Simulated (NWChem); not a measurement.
Atomisation of HOSi

```
Si
O 1 1.5629
H 1 1.5548 2 117.60
```
Charge 0, spin multiplicity 2.

All runs are NWChem calculations. Structure: optimised with UPBE/def2-SVP, a minimum by its harmonic frequencies.

Basis set: def2-TZVP. The atomisation energy is electronic alone: no zero-point, thermal, spin-orbit or counterpoise terms. No value is extrapolated to the basis-set limit. Free atoms are single determinants with multiplicities O 3, Si 3, H 2. Correlated methods freeze the same cores in atoms and molecule, 6 orbitals in all.

Costs are rough ratios of processor time within this set of runs, SCF included, with PBE as 1. Costs are the molecule's.

B3LYP has NWChem's definition, with VWN1-RPA local correlation. The structure started from a generated list of species. The unpaired electrons of the parent sit in orbitals of symmetry a' (Cs labels of the run); other states weren't searched. The stability of the SCF solutions was not checked. Open-shell Hartree-Fock references start from PBE0 orbitals; any time given for them includes that run. No row is a measurement; the coupled-cluster row has its own basis-set and correlation limits.

| method | atomisation energy (kcal/mol) | relative cost |
|---|---|---|
| MP2 | 214.3 | 3 |
| BHandHLYP | (withheld) | under 3 |
| BLYP | 222.0 | under 3 |
| PBE0 | 209.0 | under 3 |
| CCSD(T) | (withheld) | 9 |
| HF | 125.8 | under 3 |
| M06-2X | (withheld) | under 3 |
| PBE | 223.4 | 1 |
| B3LYP | 214.2 | under 3 |

Q: Fill in the missing entries.

A: 
- BHandHLYP, atomisation energy (kcal/mol): 196.6
- CCSD(T), atomisation energy (kcal/mol): 204.9
- M06-2X, atomisation energy (kcal/mol): 212.8
